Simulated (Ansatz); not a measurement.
B$_{2}$F$_{4}$, charge -1, doublet, at a GFN2-xTB geometry (a state made from the parent by changing its charge; the spin is typed, not shown lowest) (a gas-phase anion, which may not be bound at this level); Ansatz (a quantum-chemistry and plane-wave program) with CAM-B3LYP/pcseg-2.

Ansatz was given this input:
Ansatz 0.2 input:
```yaml
crystal:
  periodic: [false, false, false]
  atoms:
    - {symbol: F, position_ang: [-1.54953216, -1.21596691, -0.10577317]}
    - {symbol: B, position_ang: [-0.78082881, -0.04272395, -0.04158793]}
    - {symbol: F, position_ang: [-1.67506405, 1.03952941, -0.06597291]}
    - {symbol: B, position_ang: [0.78082881, 0.04272395, 0.04158793]}
    - {symbol: F, position_ang: [1.67506405, -1.03952941, 0.06597291]}
    - {symbol: F, position_ang: [1.54953216, 1.21596691, 0.10577317]}
basis:
  gaussian:
    orbitals: pcseg-2
hamiltonian:
  xc: cam_b3lyp
total_charge: -1
magnetization: {spin_polarized: true, initial_magnetization: 1}
```

**Question.** What does Ansatz print? Leave out banner, timings and long lists.

**Answer.** 
```
Functional definition: CAM-B3LYP
976 factors; their error is unknown
208 factors; integrals over basis functions are off by at most 1.4e-5 eV
mean field evaluation 1: about -12228.3956 eV, gradient 1.2e1 eV
mean field evaluation 2: about -12228.6961 eV, gradient 1.2e1 eV
mean field evaluation 4: about -12229.0296 eV, gradient 3.0e-1 eV
mean field evaluation 8: about -12229.0151 eV, gradient 4.6e-3 eV
mean field -12229.01510990 eV, -449.4080161645 hartree, gradient 4.4e-5 eV, S^2 0.752090; 0 other end points of the search recorded, 0 dependent functions left out
reference -12229.01523634 eV, -449.4080208112 hartree; 24, 23 occupied and 156, 157 virtual orbitals, 976 factors
Total energy: -12229.01523634 eV, -449.4080208112 hartree
```
